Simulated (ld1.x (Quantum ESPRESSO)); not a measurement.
PW91 TM dataset for La (Z = 57), scalar-relativistic all-electron reference.

lanthanum, norm-conserving Troullier–Martins (Kleinman–Bylander form), made with ld1.x (Quantum ESPRESSO) 7.5 (PW91, scalar-relativistic). Core [Kr] 4d10, reference 4f0 5s2 5p6 5d1 6s0 6p0 (charge +2). Waves: 5p (bound): rc 2.25 bohr; 5d (bound): rc 2.30 bohr; 4f (bound, empty): rc 0.95 bohr; 5s (bound): rc 2.00 bohr. Local part: the s channel. Core correction: none.

All-electron outer shells of the reference configuration (PW91, scalar-relativistic, ld1.x):

```csv
shell,level (eV),outermost node (bohr),outermost maximum (bohr)
4p,-212.79,0.34,0.63
4d,-116.65,0.32,0.68
5s,-51.61,0.77,1.41
5p,-34.98,0.83,1.58
4f,-17.07,–,0.75
5d,-14.75,0.95,2.13
6s,-13.63,1.84,3.43
6p,-10.12,2.14,4.19
```

Q: Does the generator finish with these settings?

A: Yes, a potential is produced.

Q: Estimate the cutoffs (Ry, on a coarse ladder) from which the occupation-weighted sum of valence levels, in a spherical-Bessel basis at the reference potential, stays within 10 and 1 mRy of its value at 400 Ry.

A: 35 Ry and 60 Ry. The cutoffs count occupied waves only; the empty 4f level needs 260 Ry at the loose tolerance.

Q: Does the potential have ghost states?

A: No extra level below or beside the all-electron valence levels (p, d, f, s tested).

Q: Which valence shell sets the plane-wave cutoff?

A: 5s: its level needs 45 Ry to come within 1 mRy, against 25 Ry for 5p.

Q: Tests: 4f0 5s2 5p6 5d1 6s2 6p0; 4f0 5s2 5p6 5d1 6s1 6p0; 4f0 5s2 5p6 5d0 6s0 6p0; 4f0 5s2 5p6 5d2 6s0 6p0; 4f0 5s2 5p6 5d1.5 6s1.5 6p0; 4f0 5s1 5p6 5d1 6s2 6p0; 4f0 5s2 5p6 5d1 6s0 6p2. Which has the largest error in its energy relative to the reference configuration, and how large is it?

A: 4f0 5s1 5p6 5d1 6s2 6p0, with +760 meV (all-electron minus pseudo) on +27.16 eV.
